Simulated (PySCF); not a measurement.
A run that did not reach its result, on `C=[CH][GeH-][CH](C)C` (driver script around PySCF, density fitting, GFN2-xTB geometry as the base; each input is a line of settings and coordinates in Å).

Command:
```bash
OMP_NUM_THREADS=1 python probes_run.py task.json out
```
Input:
```
{"job": {"kind": "uv", "xc": "CAM-B3LYP", "basis": "def2-SVPD", "nstates": 12, "ntriplets": 0, "tda": false, "scf": {"max_cycle": 2}}, "charge": -1, "multiplicity": 1}
C      2.230798    -1.304175     0.107468
C      1.703142    -0.453906    -0.816515
Ge    -0.144713    -0.759019    -1.746455
C     -1.231141     0.268025    -0.214338
C     -1.411372    -0.679393     1.017157
C     -0.581575     1.613522     0.237820
H      1.684959    -2.223928     0.427243
H      3.224853    -1.159688     0.616107
H      2.331802     0.433941    -1.093682
H      0.018372     0.691780    -2.663360
H     -2.262772     0.500676    -0.626025
H     -1.929789    -1.629885     0.714816
H     -2.013910    -0.203089     1.849063
H     -0.406049    -0.951781     1.436295
H     -0.441359     2.288630    -0.646458
H     -1.205889     2.162693     1.009441
H      0.427436     1.417990     0.689106
```

Output:
```
final grid: 128176 points
cycle   1  E = -2273.6637980297  dE = -7.827e-01  |g| = 4.853e-01  |ddm| = 5.083e+00
cycle   2  E = -2273.6710496289  dE = -7.252e-03  |g| = 4.911e-01  |ddm| = 1.945e+00
SCF not converged, last energy = -2273.6710496289
```

On Arm Neoverse N1, one thread, on a shared host, this took 16 s wall and 0.92 GiB of memory at its peak.

**Question.** What went wrong, and what mends it?

**Answer.** The cap of 2 cycles ended the SCF with an orbital gradient of 4.9e-01, before the energy threshold of 1e-09 Eh and the gradient threshold (its square root) were both met. The coordinates are the GFN2-xTB ones scaled by 1.03. Raise the cap, and go back to the unaltered geometry. Its energy and orbitals aren't self-consistent and shouldn't be used.

Conformer computed: `[CH2:1]=[CH:2][GeH-:3][CH:4]([CH3:5])[CH3:6]`: C1–C2–Ge3–C4 88°, C2–Ge3–C4–C5 -79°.
